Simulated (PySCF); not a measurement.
NICS in isomers of C8H10N2Si.

Definitions: NICS(0) = −σiso at the ring centroid; NICS(1) = −σiso and NICS(1)zz = −σzz at ±1 Å along the ring normal z. Level: GIAO PBE0/pcSseg-1 (PySCF, non-relativistic, gas phase) on the PBE0-D3(BJ)/def2-SVP geometries, one conformer each. Atom numbers follow the mapped SMILES.

Question: Order these rings by mean NICS(1)zz, lowest (most negative) first (ppm).
A. ring N5–C6–C7–C8–C9 in `[N:1]#[C:2][C:3]1([SiH2:4][n:5]2[cH:6][cH:7][cH:8][cH:9]2)[CH2:10][CH2:11]1`
B. ring C3–C4–N5–C10–N11 in `[CH:1]#[C:2][c:3]1[cH:4][n:5]([SiH2:6][CH:7]2[CH2:8][CH2:9]2)[cH:10][n:11]1`
C. ring N5–C6–C7–C8–C9–C10 in `[SiH3:1][CH2:2][c:3]1[cH:4][n:5]2[cH:6][cH:7][cH:8][cH:9][c:10]2[n:11]1`

Answer: A (-29.7), B (-28.1), C (-21.6).

```csv
SMILES,ring,NICS(0),NICS(1),NICS(1)zz,HOMA,rms pucker (Å),ring atoms with four or more neighbours
N#CC1([SiH2]n2cccc2)CC1,5-membered ring with N; formal bonds all aromatic,-13.2,-11.1,-29.7,0.82,0.00,0
C#Cc1cn([SiH2]C2CC2)cn1,5-membered ring with 2 N; formal bonds all aromatic,-12.5,-11.0,-28.1,0.88,0.00,0
[SiH3]Cc1cn2ccccc2n1,6-membered ring with N; formal bonds all aromatic,-7.4,-8.9,-21.6,0.81,0.00,0
```

NICS(0) gives the same order. The isotropic NICS(1) gives the same order. HOMA uses Krygowski's 1993 parameters. NICS(1) and NICS(1)zz are means over the two faces.
